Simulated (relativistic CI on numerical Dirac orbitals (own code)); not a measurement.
Mn2+: L-alpha,beta X-ray emission

Computed with this model: Dirac-Coulomb-Breit CI, orbitals from a KLI potential per configuration, model QED (radiative potential, 1s self-energy scaled to tabulated hydrogen-like ionisation energies), valence Slater integrals scaled by 0.8, multiplet model of X-ray emission after core ionisation; configurations [Ar] 3d5 → [He] 2s2 2p5 3s2 3p6 3d5 → [Ar] 3d4; 300 K; Lorentzian 0.6 eV and Gaussian 0.5 eV FWHM. Energies are those of the free ion, without screening or charge transfer. S is read from ⟨S²⟩ = S(S + 1).

Field parameters in Wybourne normalisation: D4h B²₀ = −7Ds, B⁴₀ = 21(Dq − Dt), B⁴₄ = 21√(5/14) Dq. The field is a parameter set, without covalency.

Peaks in eV (height, largest 100): 639.4 (27), 640.3 (35), 642.3 (17), 644.5 (42), 645.5 (41), 646.7 (39), 647.8 (29), 650.2 (51), 651.3 (100), 652.2 (54).

Question: Which surroundings give this spectrum?
A. D4h, 10Dq = 7950, Ds = 2100, Dt = -20 cm⁻¹
B. free ion
C. D4h, 10Dq = 7950, Ds = -1500, Dt = -20 cm⁻¹
D. D4h, 10Dq = 7950, Ds = 300, Dt = -20 cm⁻¹

Answer: D. D4h, 10Dq = 7950, Ds = 300, Dt = -20 cm⁻¹, where the ground state has S = 2.50.
